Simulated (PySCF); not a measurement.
SMILES CC[O][Ga]([OH])[O]CC (C₄H₁₁GaO₃), GFN2-xTB optimised geometry.

```
19

Ga    -0.34    -0.58     0.00
O     -1.06    -2.17    -0.03
H     -2.01    -2.28     0.02
O      1.41    -0.58     0.00
C      2.25     0.54    -0.20
C      2.00     1.22    -1.54
H      2.13     1.27     0.61
H      3.27     0.14    -0.16
H      0.96     1.56    -1.56
H      2.66     2.07    -1.66
H      2.16     0.51    -2.35
O     -1.24     0.97     0.00
C     -2.55     1.23     0.42
C     -2.73     1.03     1.92
H     -2.74     2.28     0.16
H     -3.27     0.61    -0.13
H     -2.06     1.68     2.46
H     -3.76     1.25     2.21
H     -2.50    -0.01     2.17
```

Density from CAM-B3LYP/def2-SVP run with PySCF at that geometry.

Minimum of the electron density along straight lines between bonded atoms, close to the bond critical point (lines longer than 1.1 times the sum of covalent radii, or with two minima, are not listed):

```
bond     length / Å  ρ at the minimum / e bohr⁻³  ∇²ρ there / e bohr⁻⁵  position (fraction from the first atom)
-------  ----------  ---------------------------  --------------------  ---------------------------------------
Ga1–O2        1.745                        0.140                  0.93                                     0.48
O2–H3         0.957                            ?                     ?                                     0.81
Ga1–O4        1.758                        0.136                     ?                                     0.48
O4–C5         1.414                        0.252                 -0.41                                     0.66
C5–C6         1.521                        0.253                 -0.61                                     0.51
C5–H7         1.097                        0.281                 -1.06                                     0.63
C5–H8         1.097                        0.281                 -1.07                                     0.64
C6–H9         1.093                        0.274                 -1.01                                     0.63
C6–H10        1.088                        0.276                 -1.02                                     0.63
C6–H11        1.088                        0.277                 -1.03                                     0.63
Ga1–O12       1.786                        0.127                  0.79                                     0.48
O12–C13       1.407                        0.256                 -0.41                                     0.66
C13–C14       1.522                        0.252                 -0.61                                     0.50
C13–H15       1.098                        0.281                 -1.07                                     0.64
C13–H16       1.099                        0.279                 -1.04                                     0.63
C14–H17       1.087                        0.277                 -1.04                                     0.63
C14–H18       1.087                        0.276                 -1.02                                     0.63
C14–H19       1.093                        0.272                 -0.98                                     0.62
```

**Question.** Fill in the missing entries.

**Answer.** 
- O2–H3, ρ at the minimum / e bohr⁻³: 0.354
- O2–H3, ∇²ρ there / e bohr⁻⁵: -2.33
- Ga1–O4, ∇²ρ there / e bohr⁻⁵: 0.87
